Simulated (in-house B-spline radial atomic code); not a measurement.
Results of a calculation; reference values are marked as such.
# Correlation energy from the adiabatic connection: −Z/r, Z = 4.75

Two electrons in a singlet, external potential −Z/r, Z = 4.75 (atomic units). Full CI in B-splines (partial waves to l = 8, correlation up to 0.6 % small) with the density held fixed gives W(λ) = <V_ee>_λ − U, and E_c is the integral of W(λ) − W(0) from 0 to 1.

```
   λ  W(λ) − W(0) (hartree)
   0                0.00000
0.02               -0.00187
0.05               -0.00467
0.12               -0.01115
0.25               -0.02298
 0.4               -0.03632
 0.6               -0.05361
 0.8               -0.07036
   1               -0.08658
```

Q: Integrate the table by the trapezoid rule.

A: The strips give -0.00002, -0.00010, -0.00055, -0.00222, -0.00445, -0.00899, -0.01240, -0.01569, which sum to -0.04442 hartree. The direct value, W(1) − W(0) + T_c with T_c = 0.04213, is -0.04445; the curve is convex, so chords lie above it and the trapezoids fall short in size by 0.07 %.

Q: Now use only three numbers: W(0) = -2.7456, the initial slope W'(0) = -0.09384 (extrapolated from the first points) and the strong-coupling limit of the point-charge-plus-continuum model, W∞ = -3.9015. What do second-order theory and the interpolation W(λ) = W∞ + (W(0) − W∞)/√(1 + 2χλ) of Seidl, Perdew and Levy give?

A: Second order keeps the slope alone: E_c = W'(0)/2 = -0.04692, +6 % in size against -0.04445. Matching the slope fixes χ = W'(0)/(W∞ − W(0)) = -0.09384/(-1.15590) = 0.08118. Integrating, with s = √(1 + 2χ) = 1.078131, E_c = −(W(0) − W∞)(s − 1)/(s + 1) = −1.15590 × 0.078131/2.078131 = -0.04346 hartree, -2.2 % in size against the full result. At λ = 1 the formula gives W − W(0) = -0.08377 against -0.08658. Part of the miss can come from the model's W∞.
